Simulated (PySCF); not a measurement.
IrO2, neutral, multiplicity 4. Atoms are numbered in the order given.

```xyz
3

Ir     0.0000     0.0000     0.1533
O      0.0000     1.4836    -0.7376
O      0.0000    -1.4836    -0.7376
```
Charge 0, spin multiplicity 4.

Geometry: B3LYP-D3(BJ)/def2-TZVP. The multiplicity is an assumed one; other spin states were not compared. The def2 effective core potentials stand for the cores of Ir; spin–orbit coupling is left out.

Level of theory: r2SCAN/def2-TZVPD (PySCF).

Mulliken values depend strongly on the basis, most of all with diffuse functions as here. ESP charges are fitted to the potential on shells at 1.4 to 2.0 van der Waals radii. Atomic charges (e):

| atom | ESP fit | Mulliken | Mulliken spin |
|---|---|---|---|
| Ir1 | … | 0.78 | 1.93 |
| O2 | … | -0.39 | 0.54 |
| O3 | … | -0.39 | 0.54 |

Complete the blanks. (Estimate from the structure and the level; the computed values follow.)


- Ir1, ESP fit: 0.54
- O2, ESP fit: -0.27
- O3, ESP fit: -0.27
